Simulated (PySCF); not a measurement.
# Electron correlation in Kr²⁺ (krypton, charge +2)

[Ar] 3d10 4s2 4p4, high-spin 3P determinant. Computed with PySCF 2.14 in def2-TZVP (6s5p4d1f, 48 functions), with no relativity, point nucleus. Frozen: [Ar] 3d10; 6 electrons correlated.

MP2 pair energies summed by pair of shells (mhartree):

```json
{"pair": "4p-4p", "energy": "-50.09", "share (%)": "46.3"}
{"pair": "4s-4p", "energy": "-49.97", "share (%)": "46.2"}
{"pair": "4s-4s", "energy": "-8.10", "share (%)": "7.5"}
```

Total MP2 correlation energy: -108.16 mhartree.

Same-spin part -24.19 and opposite-spin part -83.97 mhartree; SCS-MP2 scales them by 1/3 and 6/5 to -108.83 mhartree.

```csv
level,correlation energy (mhartree)
CCSD,-128.26
(T),-3.09
CCSD(T),-131.35
```

Diagnostics: T1 = 0.0066, D1 = 0.0212, largest double amplitude 0.044.

Cost of the coupled-cluster step: 0.42 s of wall time on 1 thread of Intel(R) Xeon(R) Platinum 8488C (shared host), for 6 correlated electrons.
